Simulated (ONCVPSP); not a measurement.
**Zr (Z = 40): one change to an ONCV potential, before and after**

- Element: Zr
- Generator: ONCVPSP 4.0.1
- Type: optimised norm-conserving Vanderbilt (ONCV)
- Functional: PBE
- Relativity: scalar-relativistic
- Frozen core: [Ar] 3d10
- Valence charge: 12
- Reference configuration: 4s2 4p6 4d2.5 5s1.5
- Partial waves: 4s+5s: rc 1.65 bohr, ncon 4, nbas 8, qcut 6 1/bohr, 2 projectors; 4p: rc 1.75 bohr, ncon 4, nbas 7, qcut 8.2 1/bohr, 2 projectors, debl 2.6 Ha; 4d: rc 2.65 bohr, ncon 3, nbas 8, qcut 6.7 1/bohr, 2 projectors, debl 4 Ha
- Local potential: polynomial inside 1.30 bohr (lpopt 3, dvloc0 1 Ha)
- Core correction: none

All-electron outer shells of the reference configuration (PBE, scalar-relativistic, ld1.x):

```
shell  level (eV)  outermost node (bohr)  outermost maximum (bohr)
   3d     -173.50                      –                      0.35
   4s      -53.38                   0.55                      1.08
   4p      -31.41                   0.56                      1.17
   5s       -4.12                   1.47                      3.19
   4d       -2.91                   0.58                      1.63
```

Change: functional PBEsol.

Cutoffs: the cutoffs (Ha) at which the residual kinetic energy of the hardest occupied pseudo-wave falls to 1 and 0.1 mHa per electron; they do not see the model core or the augmentation charge, which bear on the density cutoff. Errors are all-electron minus pseudo energies relative to the spin-unpolarised reference configuration.

Question: How do hardness, ghosts and transferability respond?

Answer: The potential gets neither clearly harder nor softer (20 Ha and 27 Ha → 19 Ha and 27 Ha); the errors of the 4 common tests hardly move; neither file shows a bound ghost.

| quantity | base | changed |
| --- | --- | --- |
| cutoff, loose | 20 Ha | 19 Ha |
| cutoff, tight | 27 Ha | 27 Ha |
| loose cutoff by channel | s 16 Ha, p 20 Ha, d 12 Ha | s 16 Ha, p 19 Ha, d 12 Ha |
| bound ghosts | none | none |
| GHOST(+) flags under 300 eV | s at 238.3 eV | s at 238.5 eV |
| error for 4s2 4p6 4d2 5s2, meV [ΔE -0.51 → -0.52 eV] | +1.6 | +1.6 |
| error for 4s2 4p6 4d2 5s1, meV [ΔE 6.62 → 6.65 eV] | +0.1 | +0.1 |
| error for 4s2 4p6 4d2 5s0, meV [ΔE 19.56 eV] | -3.1 | -2.9 |
| error for 4s2 4p6 4d2 5s1.5, meV [ΔE 2.37 → 2.37 eV] | +1.0 | +0.9 |
| s: phases at 1.67 bohr within 0.05 rad from the reference energy up to (Ha; the scan ends near 5) | to the end of the scan | to the end of the scan |
| p: phases at 1.77 bohr within 0.05 rad from the reference energy up to (Ha; the scan ends near 5) | to the end of the scan | to the end of the scan |
| d: phases at 2.70 bohr within 0.05 rad from the reference energy up to (Ha; the scan ends near 5) | 1.1 | 1.1 |
